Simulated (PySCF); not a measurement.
Does the answer move with the share of exact exchange?

C2H10N2Si.
InChI=1S/C2H10N2Si/c1-5(2,3)4/h3-4H2,1-2H3

Torsions of this conformer, `[CH3:1][Si:2]([CH3:3])([NH2:4])[NH2:5]`: H–N4–Si2–C1 -82°, H–N4–Si2–C1 61°, H–N5–Si2–C1 179°, H–N5–Si2–C1 36°.

PySCF, pcSseg-1 basis, density fitting, gas phase, PBE0-D3(BJ)/def2-SVP geometry. One functional is left out:

| functional | exact exchange (%) | HOMO energy (eV) | LUMO energy (eV) | dipole moment (D) |
| --- | --- | --- | --- | --- |
| B97-D | 0 | -5.43 | 0.40 | 0.060 |
| BLYP | 0 | -5.29 | 0.26 | 0.031 |
| BP86 | 0 | -5.53 | 0.39 | 0.050 |
| LDA | 0 | -5.53 | 0.18 | 0.065 |
| OPBE | 0 | -5.40 | 0.52 | 0.061 |
| PBE | 0 | -5.42 | 0.30 | 0.041 |
| B3LYP | 20 | -6.60 | 0.77 | 0.082 |
| B97-2 | 21 | -6.60 | 1.13 | 0.118 |
| mPW1PW91 | 25 | -6.90 | 1.11 | 0.124 |
| BHandHLYP | 50 | -8.19 | 1.74 | 0.148 |

Question: Predict the row of PBE0 (25 % exact exchange) by straight lines through the other rows, and check it.

Answer: 
```csv
property,line,computed,computed − line,"mPW1PW91 (25 %), for comparison"
HOMO energy (eV),-6.84,-6.86,-0.02,-6.90
LUMO energy (eV),1.06,1.12,+0.06,1.11
dipole moment (D),0.106,0.112,+0.006,0.124
```

Question: Which of these properties follows the share of exact exchange most closely, and which least?

Answer: Most closely the HOMO energy, least the dipole moment; the correlations over the tabulated rows are HOMO energy -0.997, LUMO energy 0.971, dipole moment 0.927. The HOMO energy moves by -0.558 eV for every 10 %. Functionals with the same share still differ in their other parts: at 0 % BLYP and BP86 differ by 0.24 eV in it.
